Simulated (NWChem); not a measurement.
System: LaBr2F; SMILES [Br][La]([F])[Br]

Input file for NWChem:

```
start job
memory heap 200 mb stack 900 mb global 1100 mb
geometry units angstroms noautoz
  La     0.496286    -0.031604     0.000000
  F      2.611777    -0.007750     0.000000
  Br    -0.840634     0.021746    -2.437728
  Br    -0.840634     0.021746     2.437728
end
basis spherical
  * library def2-tzvp
end
ecp
  La library def2-ecp
end
dft
  xc xpbe96 cpbe96
  iterations 150
  mulliken
end
task dft energy
```

Output (shortened):

```
             Northwest Computational Chemistry Package (NWChem) 7.3.0
             --------------------------------------------------------

 CS  symmetry detected

                             Geometry "geometry" -> ""
                             -------------------------

 Output coordinates in angstroms (scale by  1.889725989 to convert to a.u.)

  No.       Tag          Charge          X              Y              Z
 ---- ---------------- ---------- -------------- -------------- --------------
    1 La                  57.0000     0.54859725    -0.01803134     0.00000000
    2 F                    9.0000     2.66318339     0.04827608     0.00000000
    3 Br                  35.0000    -0.78912420     0.00847574     2.43772800
    4 Br                  35.0000    -0.78912420     0.00847574    -2.43772800

 Effective nuclear repulsion energy (a.u.)    1099.4470544786

      Symmetry information
      --------------------

 Group name             Cs
 Group number              2
 Group order               2
 No. of unique centers     3

 Summary of "ao basis" -> "ao basis" (spherical)
 ------------------------------------------------------------------------------
       Tag                 Description            Shells   Functions and Types
 ---------------- ------------------------------  ------  ---------------------
 La                        def2-tzvp                14       40   6s4p3d1f
 F                         def2-tzvp                11       31   5s3p2d1f
 Br                        def2-tzvp                16       48   6s5p4d1f

      Symmetry analysis of basis
      --------------------------

        a'         96
        a"         71

            General Information
            -------------------
          SCF calculation type: DFT
          Wavefunction type:  closed shell.
          No. of atoms     :     4
          No. of electrons :    90
           Alpha electrons :    45
            Beta electrons :    45
          Charge           :     0
          Spin multiplicity:     1
          Use of symmetry is: on ; symmetry adaption is: on
          Maximum number of iterations: 150
          AO basis - number of functions:   167
                     number of shells:    57
          Convergence on energy requested:  1.00D-06
          Convergence on density requested:  1.00D-05
          Convergence on gradient requested:  5.00D-04

              XC Information
              --------------
          PerdewBurkeErnzerhof Exchange Functional  1.000
            Perdew 1991 LDA Correlation Functional  1.000 local
           PerdewBurkeErnz. Correlation Functional  1.000 non-local

             Grid Information
             ----------------
          Grid used for XC integration:  medium
          Radial quadrature: Mura-Knowles
          Angular quadrature: Lebedev.
          Tag              B.-S. Rad. Rad. Pts. Rad. Cut. Ang. Pts.
          ---              ---------- --------- --------- ---------
          La                  1.95      123          10.0       590
          F                   0.50       49          11.0       434
          Br                  1.15      112          13.0       590
          Grid pruning is: on
          Number of quadrature shells:   284
          Spatial weights used:  Erf1

      Superposition of Atomic Density Guess
      -------------------------------------

 Sum of atomic energies:       -5279.75496665

      Non-variational initial energy
      ------------------------------

 Total energy =   -5275.347211
 1-e energy   =   -8118.317328
 2-e energy   =    2459.836790
 HOMO         =      -0.416088
 LUMO         =      -0.098186

      Symmetry analysis of molecular orbitals - initial
      -------------------------------------------------

  Numbering of irreducible representations:

     1 a'          2 a"

  Orbital symmetries:

     1 a'          2 a"          3 a'          4 a"          5 a"
     6 a'          7 a'          8 a"          9 a'         10 a"
    11 a'         12 a'         13 a"         14 a'         15 a"
    16 a'         17 a'         18 a"         19 a"         20 a'
    21 a"         22 a'         23 a"         24 a'         25 a"
    26 a'         27 a'         28 a"         29 a"         30 a'
    31 a'         32 a"         33 a'         34 a'         35 a'
    36 a"         37 a"         38 a'         39 a'         40 a'
    41 a"         42 a"         43 a'         44 a'         45 a"
    46 a'         47 a"         48 a'         49 a'         50 a"
    51 a'         52 a'         53 a'         54 a"         55 a'

     ---------------------------------------------
      Total Density - Mulliken Population Analysis
     ---------------------------------------------

    Atom       Charge   Shell Charges
 -----------   ------   -------------------------------------------------------
    1 La  11     8.82   0.10 -0.52  1.61  0.82  0.16  0.03  1.94  3.04  1.06  0.06  0.19  0.22  0.03  0.08
    2 F    9     9.78   0.77  1.20  0.62  1.03  0.34  2.45  2.42  0.94  0.00  0.00  0.00
    3 Br  35    35.70   2.00  2.00  1.16  0.78  1.01  1.01  6.00  5.94  1.34  3.06  1.39  8.98  1.02 -0.02  0.02  0.00
    4 Br  35    35.70   2.00  2.00  1.16  0.78  1.01  1.01  6.00  5.94  1.34  3.06  1.39  8.98  1.02 -0.02  0.02  0.00

   convergence    iter        energy       DeltaE   RMS-Dens  Diis-err
 ---------------- ----- ----------------- --------- --------- ---------
 d= 0,ls=0.0,diis     1  -5279.0002958817 -5.66D+03  1.78D-02  2.38D+00
 d= 0,ls=0.5,diis     2  -5274.1414868222  4.86D+00  5.53D-03  4.67D+01
 d= 0,ls=0.5,diis     3  -5277.3146922269 -3.17D+00  3.31D-03  1.81D+01
 d= 0,ls=0.5,diis     4  -5278.2542807076 -9.40D-01  2.31D-03  8.86D+00
 d= 0,ls=0.5,diis     5  -5278.8112030528 -5.57D-01  2.49D-03  2.99D+00
 d= 0,ls=0.5,diis     6  -5279.0959765938 -2.85D-01  1.67D-03  4.16D-01
 d= 0,ls=0.5,diis     7  -5279.1682100969 -7.22D-02  9.61D-04  4.14D-02
  Resetting Diis
 d= 0,ls=0.5,diis     8  -5279.1828405567 -1.46D-02  6.50D-04  1.25D-02
 d= 0,ls=0.5,diis     9  -5279.1879286063 -5.09D-03  4.78D-04  5.88D-03
 d= 0,ls=0.5,diis    10  -5279.1907180571 -2.79D-03  3.46D-04  4.28D-03
 d= 0,ls=0.5,diis    11  -5279.1921105930 -1.39D-03  2.88D-04  1.36D-03
 d= 0,ls=0.5,diis    12  -5279.1928085223 -6.98D-04  1.77D-04  6.58D-04
 d= 0,ls=0.5,diis    13  -5279.1931630639 -3.55D-04  1.27D-04  5.84D-04
 d= 0,ls=0.5,diis    14  -5279.1933841618 -2.21D-04  9.74D-05  4.34D-04
 d= 0,ls=0.5,diis    15  -5279.1935306277 -1.46D-04  7.65D-05  2.40D-04
 d= 0,ls=0.5,diis    16  -5279.1936226461 -9.20D-05  6.00D-05  1.26D-04
 d= 0,ls=0.5,diis    17  -5279.1936767596 -5.41D-05  4.67D-05  7.41D-05
 d= 0,ls=0.5,diis    18  -5279.1937097873 -3.30D-05  3.66D-05  4.12D-05
 d= 0,ls=0.5,diis    19  -5279.1937297224 -1.99D-05  2.88D-05  2.39D-05
 d= 0,ls=0.5,diis    20  -5279.1937418314 -1.21D-05  2.27D-05  1.48D-05
 d= 0,ls=0.5,diis    21  -5279.1937492985 -7.47D-06  1.78D-05  9.24D-06
 d= 0,ls=0.5,diis    22  -5279.1937539444 -4.65D-06  1.41D-05  5.54D-06
 d= 0,ls=0.5,diis    23  -5279.1937568247 -2.88D-06  1.11D-05  3.28D-06
 d= 0,ls=0.5,diis    24  -5279.1937586073 -1.78D-06  8.76D-06  1.96D-06
 d= 0,ls=0.5,diis    25  -5279.1937597048 -1.10D-06  6.91D-06  1.20D-06
 d= 0,ls=0.5,diis    26  -5279.1937603847 -6.80D-07  5.45D-06  7.35D-07

         Total DFT energy =    -5279.193760805701
      One electron energy =    -8123.274723231067
           Coulomb energy =     2657.574948326194
    Exchange-Corr. energy =     -196.627312073280
 Nuclear repulsion energy =      383.133326172451

 Numeric. integr. density =       89.999996612805

                  Occupations of the irreducible representations
                  ----------------------------------------------

                     irrep           alpha         beta
                     --------     --------     --------
                     a'               25.0         25.0
                     a"               20.0         20.0

                       DFT Final Molecular Orbital Analysis
                       ------------------------------------

 Vector   43  Occ=2.000000D+00  E=-2.634575D-01  Symmetry=a'
              MO Center= -7.3D-01,  1.0D-02,  1.4D-12, r^2= 7.2D+00
   Bfn.  Coefficient  Atom+Function         Bfn.  Coefficient  Atom+Function
  ----- ------------  ---------------      ----- ------------  ---------------
    88      0.348779  3 Br py               136      0.348779  4 Br py
    82     -0.243443  3 Br py               130     -0.243443  4 Br py
    91      0.229547  3 Br py               139      0.229547  4 Br py
    85      0.218927  3 Br py               133      0.218927  4 Br py
    11     -0.084828  1 La py                79      0.074358  3 Br py

 Vector   44  Occ=2.000000D+00  E=-2.596421D-01  Symmetry=a'
              MO Center= -6.8D-01,  6.9D-03, -6.0D-12, r^2= 7.3D+00
   Bfn.  Coefficient  Atom+Function         Bfn.  Coefficient  Atom+Function
  ----- ------------  ---------------      ----- ------------  ---------------
    87      0.247182  3 Br px                89      0.247136  3 Br pz
   135      0.247182  4 Br px               137     -0.247136  4 Br pz
    81     -0.171597  3 Br px               129     -0.171597  4 Br px
    83     -0.170621  3 Br pz               131      0.170621  4 Br pz
    92      0.157820  3 Br pz               140     -0.157820  4 Br pz

 Vector   45  Occ=2.000000D+00  E=-2.566647D-01  Symmetry=a"
              MO Center= -7.5D-01,  7.6D-03,  6.7D-12, r^2= 7.3D+00
   Bfn.  Coefficient  Atom+Function         Bfn.  Coefficient  Atom+Function
  ----- ------------  ---------------      ----- ------------  ---------------
    87      0.356232  3 Br px               135     -0.356232  4 Br px
    81     -0.248942  3 Br px               129      0.248942  4 Br px
    90      0.236385  3 Br px               138     -0.236385  4 Br px
    84      0.224883  3 Br px               132     -0.224883  4 Br px
    12     -0.106071  1 La pz                78      0.076011  3 Br px

 Vector   46  Occ=0.000000D+00  E=-1.270014D-01  Symmetry=a'
              MO Center=  5.2D-01, -6.3D-02, -3.9D-14, r^2= 4.3D+00
   Bfn.  Coefficient  Atom+Function         Bfn.  Coefficient  Atom+Function
  ----- ------------  ---------------      ----- ------------  ---------------
     5      0.546871  1 La s                  3     -0.387327  1 La s
    23     -0.310962  1 La d  2               2      0.294047  1 La s
    28     -0.278020  1 La d  2              21     -0.240324  1 La d  0
     6      0.230498  1 La s                 26     -0.205050  1 La d  0
     4     -0.178879  1 La s                 33     -0.140987  1 La d  2

 Vector   47  Occ=0.000000D+00  E=-9.835230D-02  Symmetry=a"
              MO Center=  3.9D-01, -3.5D-02, -2.0D-13, r^2= 3.7D+00
   Bfn.  Coefficient  Atom+Function         Bfn.  Coefficient  Atom+Function
  ----- ------------  ---------------      ----- ------------  ---------------
    20      0.520100  1 La d -1              25      0.444840  1 La d -1
    30      0.208130  1 La d -1              91     -0.176840  3 Br py
   139      0.176840  4 Br py                88     -0.130040  3 Br py
   136      0.130040  4 Br py                85     -0.099446  3 Br py
   133      0.099446  4 Br py                82      0.098593  3 Br py

 Vector   48  Occ=0.000000D+00  E=-8.443271D-02  Symmetry=a'
              MO Center=  4.5D-01, -3.4D-02, -1.0D-13, r^2= 3.3D+00
   Bfn.  Coefficient  Atom+Function         Bfn.  Coefficient  Atom+Function
  ----- ------------  ---------------      ----- ------------  ---------------
    19      0.528041  1 La d -2              24      0.448715  1 La d -2
    29      0.215047  1 La d -2              53     -0.159111  2 F  py
    47     -0.158315  2 F  py                50     -0.117074  2 F  py
    91      0.106250  3 Br py               139      0.106250  4 Br py
    88      0.073414  3 Br py               136      0.073414  4 Br py

     ---------------------------------------------
      Total Density - Mulliken Population Analysis
     ---------------------------------------------

    Atom       Charge   Shell Charges
 -----------   ------   -------------------------------------------------------
    1 La  11     9.67   0.11 -0.53  1.70  0.74  0.12 -0.01  1.99  3.01  1.08  0.09  0.56  0.57  0.11  0.13
    2 F    9     9.44   0.77  1.20  0.62  0.96  0.41  2.27  2.08  1.12  0.00  0.01  0.00
    3 Br  35    35.45   2.00  2.01  1.16  0.78  1.05  0.97  6.00  5.92  1.36  2.71  1.48  8.94  1.01  0.04  0.03  0.00
    4 Br  35    35.45   2.00  2.01  1.16  0.78  1.05  0.97  6.00  5.92  1.36  2.71  1.48  8.94  1.01  0.04  0.03  0.00

     -------------------------------------------
      Total Density - Lowdin Population Analysis
     -------------------------------------------

    Atom       Charge   Shell Charges
 -----------   ------   -------------------------------------------------------
    1 La  11    10.47   0.00  0.02  0.87  0.92  0.23  0.09  2.17  2.41  1.35  0.35  0.49  0.80  0.53  0.24
    2 F    9     9.32   0.86  1.10  0.62  0.79  0.45  2.13  2.17  1.18  0.00  0.01  0.00
    3 Br  35    35.11   2.00  2.00  1.15  0.83  0.86  0.90  5.98  5.65  1.65  2.49  1.56  8.52  1.23  0.24  0.05  0.00
    4 Br  35    35.11   2.00  2.00  1.15  0.83  0.86  0.90  5.98  5.65  1.65  2.49  1.56  8.52  1.23  0.24  0.05  0.00

     Multipole analysis of the density
     ---------------------------------

     L   x y z        total         alpha         beta         nuclear
     -   - - -        -----         -----         ----         -------
     0   0 0 0     -0.000000    -45.000000    -45.000000     90.000000

     1   1 0 0      0.407569     24.047850     24.047850    -47.688130
     1   0 1 0     -0.111929     -0.839673     -0.839673      1.567417
     1   0 0 1      0.000000      0.000000      0.000000      0.000000

     2   2 0 0    -60.207427   -227.822207   -227.822207    395.436986
     2   1 1 0     -0.322630     -1.197125     -1.197125      2.071619
     2   1 0 1     -0.000000     -0.000000     -0.000000      0.000000
     2   0 2 0    -46.870047    -23.487840    -23.487840      0.105633
     2   0 1 1     -0.000000     -0.000000     -0.000000      0.000000
     2   0 0 2    -63.954393   -774.716160   -774.716160   1485.477927
```

Level: PBE/def2-TZVP with def2 effective core potentials on La. All runs use the structure optimised with PBE0/def2-SVP. Not confirmed as a minimum by frequencies. def2 effective core potentials on La; no spin-orbit coupling.
